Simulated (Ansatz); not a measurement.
Conformers of C9H12 (SMILES CCCc1ccccc1), B3LYP-D3(BJ)/def2-TZVP minima from an xTB search, which can miss the lowest.
Conformer 1 (charge 0, multiplicity 1, Z-matrix in Å and degrees):
```
C
C 1 1.3947
H 2 1.0840 1 119.30
C 2 1.3894 3 119.70 1 179.81
H 4 1.0828 2 119.83 3 -0.02
C 4 1.3899 5 120.05 2 179.80
H 6 1.0823 4 120.25 5 0.01
C 6 1.3899 7 120.25 4 179.70
H 8 1.0827 6 120.06 7 -0.03
C 8 1.3894 9 119.83 6 179.77
H 10 1.0840 8 119.70 9 0.04
C 1 1.5051 2 120.85 3 -2.59
H 12 1.0938 1 109.69 2 32.63
H 12 1.0938 13 106.65 1 -118.71
C 12 1.5348 13 108.98 14 -117.50
H 15 1.0938 12 108.86 13 -179.54
H 15 1.0938 16 106.13 12 -117.03
C 15 1.5251 16 110.02 17 -118.99
H 18 1.0915 15 111.38 16 58.34
H 18 1.0928 19 107.76 15 122.10
H 18 1.0928 19 107.76 20 115.79
```
Conformer 2 (charge 0, multiplicity 1):
```xyz
21

C      2.3693     0.5262    -0.6913
C      2.0609    -0.7882     0.0187
C      1.0045    -0.6532     1.1279
C     -0.3464    -0.2264     0.6146
C     -0.7906     1.0878     0.7491
C     -2.0213     1.4844     0.2381
C     -2.8316     0.5672    -0.4189
C     -2.4025    -0.7484    -0.5578
C     -1.1723    -1.1379    -0.0453
H      2.7340     1.2765     0.0151
H      1.4802     0.9327    -1.1754
H      3.1352     0.3890    -1.4565
H      2.9768    -1.1922     0.4593
H      1.7162    -1.5268    -0.7109
H      0.9098    -1.6130     1.6427
H      1.3562     0.0689     1.8698
H     -0.1639     1.8089     1.2602
H     -2.3470     2.5104     0.3546
H     -3.7909     0.8726    -0.8160
H     -3.0294    -1.4724    -1.0629
H     -0.8473    -2.1662    -0.1551
```

Frozen-core correlation. MP2 and its Hartree–Fock in cc-pVQZ, cc-pVTZ are density fitted.

Programs: Ansatz (Gaussian basis) for Hartree–Fock, density functionals and correlated methods. 

The energy of conformer 2 above conformer 1 is E(conformer 2) − E(conformer 1). Total energies (hartree):

```json
[
 {"level": "HF/cc-pVTZ", "conformer 2": "-347.9229897", "conformer 1": "-347.9245021"},
 {"level": "MP2/cc-pVTZ", "conformer 2": "-349.4014891", "conformer 1": "-349.4010928"},
 {"level": "HF/cc-pVQZ", "conformer 2": "-347.9443542", "conformer 1": "-347.9458924"},
 {"level": "MP2/cc-pVQZ", "conformer 2": "-349.5134348", "conformer 1": "-349.5130702"},
 {"level": "MP2/cc-pVDZ", "conformer 2": "-349.0523894", "conformer 1": "-349.0520349"},
 {"level": "CCSD(T)/cc-pVDZ", "conformer 2": "-349.1786436", "conformer 1": "-349.1786506"}
]
```

### Question
Work out the energy of conformer 2 above conformer 1 at the basis-set limit: extrapolate the MP2 correlation part as X⁻³, take Hartree–Fock from the larger set, and add the CCSD(T) − MP2 difference of cc-pVDZ.

### Answer

1. Differences (1 hartree = 627.509 kcal/mol): HF/cc-pVTZ 0.949; MP2/cc-pVTZ -0.249; HF/cc-pVQZ 0.965; MP2/cc-pVQZ -0.229; MP2/cc-pVDZ -0.222; CCSD(T)/cc-pVDZ 0.004.
2. Correlation parts, MP2 less HF: -1.198 in cc-pVTZ (X = 3), -1.194 in cc-pVQZ (X = 4).
3. Limit (4³·(-1.194) − 3³·(-1.198))/(4³ − 3³) = -1.191; with HF/cc-pVQZ it gives -0.226.
4. CCSD(T) less MP2 in cc-pVDZ: 0.227.
Result: 0.00 kcal/mol, against -0.25 at MP2/cc-pVTZ. It is an estimate of this method's limit, not of the exact value.

Ansatz is a quantum-chemistry and plane-wave program.
